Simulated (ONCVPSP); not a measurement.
# Scattering properties, ONCV potential for iron (Fe)

ONCVPSP 4.0.1 input, shortened (lines: element, Z, core and valence counts, functional; n l f; lmax; l rc ep ncon nbas qcut; lloc lpopt rc5 dvloc0; l nproj debl; icmod fcfact rcfact), LDA (Perdew-Zunger), fully relativistic:

```
  Fe 26.00    4    4        3      upf
    1    0    2.00
    2    0    2.00
    2    1    6.00
    3    0    2.00
    3    1    6.00
    3    2    6.00
    4    0    1.75
    4    1    0.25
    2
    0    2.35    0.00    5    8    3.20
    1    1.45    0.00    4    7   11.70
    2    1.15    0.00    4    9   12.70
    4    5    1.00    2.00
    0    2    2.10
    1    2    1.80
    2    2    2.80
    1    0.40    0.00
```

Open shells are filled in proportion to 2j + 1.

The phase is arctan(r·R′/R) of the radial function R(r), unwrapped; energies in Ha, scanned from -4 to 5 Ha. A pole is an energy at which the radial function vanishes at the test radius. The pseudo phase is shifted by a multiple of π to meet the all-electron one at the reference energy, and phase errors are pseudo minus all-electron; the curves can meet again beyond the range given. Levels narrower than the energy grid can be missing from the lists of poles. n/a: not evaluated, since a narrow level or a reset projector energy made the automatic matching unsafe.

```
channel  radius (bohr)  reference energy (Ha)  poles, all-electron  poles, pseudo  unbroken range about the reference energy with phases within 0.05 rad  phase error 1 Ha above the reference energy (rad)
      s           2.39                  -0.21                 1.06           1.06                                                                    n/a                                                n/a
   p3/2           1.47                  -0.06                -1.72          -1.72                                                        the whole range                                             +0.000
   p1/2           1.47                  -0.06                -1.80          -1.80                                                        the whole range                                             +0.000
   d5/2           1.17                  -0.30                 1.36           1.36                                                        the whole range                                             +0.000
   d3/2           1.17                  -0.30                 1.34           1.34                                                        the whole range                                             +0.000
```

Note: ghosts flagged at negative energy: s at -42.8 eV; no localised positive-energy state flagged. A true bound ghost makes a file unfit for plane-wave use.

Phases in the p3/2 channel:

| E (Ha) | all-electron | pseudo |
| --- | --- | --- |
| -3.98 | 1.092 | 1.092 |
| -3.74 | 1.031 | 1.031 |
| -3.50 | 0.940 | 0.940 |
| -3.26 | 0.789 | 0.789 |
| -3.02 | 0.506 | 0.506 |
| -2.78 | -0.053 | -0.053 |
| -2.54 | -0.757 | -0.757 |
| -2.30 | -1.187 | -1.187 |
| -2.06 | -1.405 | -1.405 |
| -1.82 | -1.532 | -1.532 |
| -1.58 | -1.617 | -1.617 |
| -1.34 | -1.681 | -1.681 |
| -1.10 | -1.734 | -1.734 |
| -0.86 | -1.781 | -1.781 |
| -0.62 | -1.827 | -1.827 |
| -0.38 | -1.873 | -1.873 |
| -0.14 | -1.923 | -1.923 |
| 0.10 | -1.978 | -1.978 |
| 0.34 | -2.043 | -2.043 |
| 0.58 | -2.122 | -2.122 |
| 0.82 | -2.221 | -2.221 |
| 1.06 | -2.349 | -2.349 |
| 1.30 | -2.518 | -2.518 |
| 1.54 | -2.740 | -2.740 |
| 1.78 | -3.015 | -3.015 |
| 2.02 | -3.316 | -3.317 |
| 2.26 | -3.596 | -3.597 |
| 2.50 | -3.825 | -3.825 |
| 2.74 | -3.998 | -3.999 |
| 2.98 | -4.128 | -4.128 |
| 3.22 | -4.226 | -4.227 |
| 3.46 | -4.302 | -4.303 |
| 3.70 | -4.362 | -4.363 |
| 3.94 | -4.411 | -4.412 |
| 4.18 | -4.451 | -4.452 |
| 4.42 | -4.485 | -4.486 |
| 4.66 | -4.514 | -4.515 |
| 4.90 | -4.539 | -4.540 |
